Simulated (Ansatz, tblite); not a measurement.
Spin states of the cluster Cu2Pd (the lowest singlet isomer of a short search), each relaxed with PBE0-D4/def2-TZVP in Ansatz. Electronic energies in the gas phase.

In the def2 sets Pd takes a core potential; there is no spin–orbit coupling. The xTB rows come from tblite. HSE06 is defined as in plane-wave codes, on full-range PBE exchange. The structure comes from a short search, and lower isomers may exist.

Singlet geometry (C2v within 0.1 Å):

```
atom   x (Å)   y (Å)   z (Å)
 Pd1  -1.160  -0.740   0.340
 Cu2   0.668   0.751   0.960
 Cu3   0.492  -0.011  -1.300
```

Triplet geometry (C2v within 0.1 Å):

```
atom    x (Å)    y (Å)    z (Å)
 Pd1  -0.0807  -0.4626   1.3115
 Cu2  -0.6096   1.3101  -0.3152
 Cu3   0.6903  -0.8475  -0.9963
```

Quintet geometry (C2v within 0.1 Å):

```xyz
3

Pd   -0.9718   -0.1964    1.0439
Cu    0.9548   -0.9796   -0.2882
Cu    0.0170    1.1760   -0.7557
```

⟨S²⟩: triplet 2.01 at PBE0-D4/def2-TZVP (pure 2.00), quintet 6.02 at PBE0-D4/def2-TZVP (pure 6.00).

Run but left out: LDA (SPW92)/def2-TZVP, PBE-D4/def2-TZVP, BLYP-D4/def2-TZVP (triplet: an occupied level 0.02 to 0.12 eV above an empty one).

Only these spin states were relaxed.

```
                 level  triplet − singlet (kcal/mol)  quintet − singlet (kcal/mol)  lowest of these
              GFN1-xTB                          46.9                         103.4          singlet
              GFN2-xTB                          86.5                         172.6          singlet
   r2SCAN-D4/def2-TZVP                          29.5                          67.0          singlet
     PBE0-D4/def2-TZVP                          34.5                          83.2          singlet
    HSE06-D4/def2-TZVP                          34.6                          83.1          singlet
CAM-B3LYP-D4/def2-TZVP                          34.0                          88.9          singlet
     ωB97X-V/def2-TZVP                          36.0                          96.1          singlet
```

The xTB methods have no term that favours high spin, so they put low spin too low.
